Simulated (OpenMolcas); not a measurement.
An OpenMolcas run meant for neutral carbon (ANO-L-VQZP, non-relativistic; inactive shells 1s; intended active space 4 electrons in 4 orbitals (2s 2p)). One step of its input:

```
&RASSCF
FileOrb=start.orb
Symmetry=2
Spin=1
nActEl=4 0 0
Inactive=1 0
Ras2=1 3
CIRoot=12 12 1
SDav=12
CIMx=300
Iter=99 100
PrWF=0.3
OrbListing=Nothing
MaxOrb=0
Atom
CIOnly
>>> COPY $Project.JobIph JOB002
```

Lines from the output:

```
...
      Number of secondary orbitals              41
      Spin quantum number                      0.0
      State symmetry                             2
Orbital specifications:
      -----------------------

      Symmetry species                           1   2
                                                ag  au
      Frozen orbitals                            0   0
      Inactive orbitals                          1   0
      Active orbitals                            1   3
      RAS1 orbitals                              0   0
      RAS2 orbitals                              1   3
      RAS3 orbitals                              0   0
      Secondary orbitals                        18  23
      Deleted orbitals                           0   0
      Number of basis functions                 20  26
      Number of CSFs                             8
      Number of root(s) required                12
 ************ ERROR ***********
  You can't ask for more roots
  than there are configurations
 ******************************
--- Stop Module: rasscf at  /rc=_RC_INPUT_ERROR_ ---
.####################.
.# User input error #.
.####################.
```

Question: What is wrong with the input?

Answer: The state symmetry names the wrong parity for these configurations.
